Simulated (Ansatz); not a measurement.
Isolated molecules relaxed with PBE0-D4/def2-TZVP in Ansatz; ΔE leaves out vibrations. CBS: MP2 limit from def2 TZ/QZ plus the TZ coupled-cluster correction, frozen cores. Each species was taken in one conformer, which may not be the lowest.

Consider the isomerisation: `FB(S)O[SiH3]` → `F[SiH2]OBS`.

```csv
species,CCSD/CBS(def2) energy (Eh)
`FB(S)O[SiH3]`,-889.16509
`F[SiH2]OBS`,-889.17163
```

Task: Work out ΔE.

Result: ΔE = (-889.17163) − (-889.16509) = -0.00654 Eh = -17.2 kJ/mol. CCSD(T)/CBS gives -17.0 kJ/mol.

Largest T1 diagnostic among the species: 0.013.
